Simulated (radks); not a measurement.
Question: The table gives one normalised radial function P(r) = r R(r) (large component) of Ru+ in [Kr] 4d5 5s2 (r in bohr). Method: Dirac Kohn-Sham, BLYP, spin-unpolarised, spherical densities, point nucleus; open shells are shared between the two j in proportion to 2j + 1; computed with a radial shooting solver on a logarithmic mesh with Libxc functionals.

r           P
0.00152    0.0024
0.002011   0.0035
0.002682   0.0053
0.003577   0.0083
0.004733   0.0128
0.006313   0.0201
0.008419   0.0317
0.01114    0.0493
0.01486    0.0767
0.01982    0.1168
0.02643    0.1722
0.03497    0.2398
0.04664    0.3143
0.06221    0.3701
0.08231    0.3670
0.1098     0.2556
0.1464     0.0095
0.1937    -0.3087
0.2584    -0.5575
0.3447    -0.5147
0.456     -0.1038
0.6082     0.5299
0.8112     1.0090
1.073      1.0596
1.432      0.7446
1.909      0.3581
2.526      0.1186
3.37       0.0234
4.494      0.0025
5.946      0.0001
7.931      0.0000

Which n and l does it have? It may be an empty orbital.

Answer: n = 4, l = 1: the number of nodes gives n - l - 1 = 2, the rise at small r points to l (for j = l - 1/2 the large component starts as r^gamma with gamma = sqrt(l^2 - (Z/c)^2) = 0.95 and the r^(l+1) term takes over further out; the orbital of l - 1 with the same j starts with the same power, but with a larger coefficient, and does not steepen), and the extent must fit the shell. The curve is that of 4p1/2; the two j differ most near the nucleus, where j = l - 1/2 has the larger amplitude, and in heavy atoms j = l - 1/2 is also the more compact. 4p1/2: eigenvalue -63.509 eV, 2 radial nodes at r = 0.148, 0.479 bohr, <r> = 1.09 bohr, 90 % of the charge inside 1.61 bohr.
